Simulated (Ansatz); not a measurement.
CH9NSiSn, SMILES `C[SiH2][NH][SnH3]` at its PBE0-D4/def2-TZVP geometry, where that method's forces vanish. Charge 0, multiplicity 1. Sn takes the def2 core potential.

```xyz
13

C    -0.8112   -1.5053    0.5058
Si    0.6006   -0.4883    1.1838
N     0.6635    1.0040    0.3353
Sn   -0.0364    1.4088   -1.5200
H    -1.7649   -0.9820    0.6095
H    -0.8839   -2.4516    1.0480
H    -0.6629   -1.7474   -0.5506
H     1.8583   -1.2889    1.0622
H     0.4045   -0.2372    2.6419
H     1.2852    1.7145    0.6921
H     0.5754    2.9503   -1.9155
H    -1.7427    1.4047   -1.4763
H     0.5144    0.2184   -2.6164
```

What forces (eV/Å) does r2SCAN-D4/def2-TZVPP give on these atoms in Ansatz 0.2.0? (Estimate.)

Computed: 
```
C1   0.008  0.005  0.012
Si2  0.016 -0.037  0.033
N3   0.005 -0.021  0.083
Sn4 -0.032  0.037 -0.121
H5   0.014 -0.022 -0.009
H6  -0.011  0.016 -0.023
H7  -0.015  0.000  0.019
H8  -0.017  0.005  0.007
H9   0.005 -0.007 -0.023
H10  0.025  0.042 -0.004
H11 -0.002 -0.013  0.013
H12  0.002 -0.003  0.008
H13  0.002 -0.002  0.005
```
